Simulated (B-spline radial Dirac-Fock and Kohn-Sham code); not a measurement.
## Magnetic form factor of the 3d shell of Ru¹⁸⁺

System: the Ru¹⁸⁺ ion in the configuration [Ar] 3d8.

The run's input, task.json:

```json
{"items": [{
  "Z": 44,
  "q": 18,
  "cfg": [[1, 0, 2], [2, 0, 2], [2, 1, 6], [3, 0, 2], [3, 1, 6], [3, 2, 8]],
  "A": 102,
  "rrms": 4.4809,
  "do": ["scatter"],
  "s": [0.0, 0.05, 0.1, 0.15, 0.2, 0.25, 0.3, 0.35, 0.4, 0.45, 0.5, 0.6, 0.7, 0.8, 0.9, 1.0, 1.1, 1.2, 1.4, 1.6, 1.8, 2.0, 2.5, 3.0, 3.5, 4.0, 5.0, 6.0],
  "pz": [0, 0.1, 0.2, 0.3, 0.4, 0.5, 0.6, 0.8, 1.0, 1.2, 1.4, 1.6, 1.8, 2.0, 2.5, 3.0, 4.0, 5.0, 7.0, 10.0, 15.0, 20.0, 30.0, 40.0, 60.0, 100.0],
  "hv_scatter": [2000, 5000, 10000, 17479.3, 50000, 100000, 500000, 1000000]
}]}
```

Run with: `python xray_run.py task.json out`

Calculated with a B-spline atomic structure program, using relativistic Hartree-Fock (Dirac-Fock) wave functions, averaged over the configuration. ⟨j_K⟩ is the integral of the 3d radial density with the spherical Bessel function j_K(4πsr), s = sin θ/λ.

| s (Å⁻¹) | ⟨j0⟩ | ⟨j2⟩ | ⟨j4⟩ |
| --- | --- | --- | --- |
| 0 | 1.0000 | 0.0000 | 0.0000 |
| 0.05 | 0.9972 | 0.0011 | 0.0000 |
| 0.1 | 0.9888 | 0.0045 | 0.0000 |
| 0.15 | 0.9750 | 0.0100 | 0.0000 |
| 0.2 | 0.9560 | 0.0174 | 0.0001 |
| 0.25 | 0.9321 | 0.0267 | 0.0003 |
| 0.3 | 0.9038 | 0.0376 | 0.0006 |
| 0.35 | 0.8716 | 0.0498 | 0.0012 |
| 0.4 | 0.8358 | 0.0630 | 0.0019 |
| 0.45 | 0.7972 | 0.0770 | 0.0030 |
| 0.5 | 0.7563 | 0.0913 | 0.0044 |
| 0.6 | 0.6697 | 0.1203 | 0.0083 |
| 0.7 | 0.5804 | 0.1476 | 0.0138 |
| 0.8 | 0.4925 | 0.1716 | 0.0210 |
| 0.9 | 0.4089 | 0.1911 | 0.0296 |
| 1 | 0.3320 | 0.2052 | 0.0392 |
| 1.1 | 0.2632 | 0.2139 | 0.0494 |
| 1.2 | 0.2033 | 0.2175 | 0.0598 |
| 1.4 | 0.1098 | 0.2112 | 0.0791 |
| 1.6 | 0.0475 | 0.1923 | 0.0941 |

Radial moments of the shell: ⟨r²⟩ = 0.1530, ⟨r⁴⟩ = 0.04175, ⟨r⁶⟩ = 0.01800 in powers of bohr.
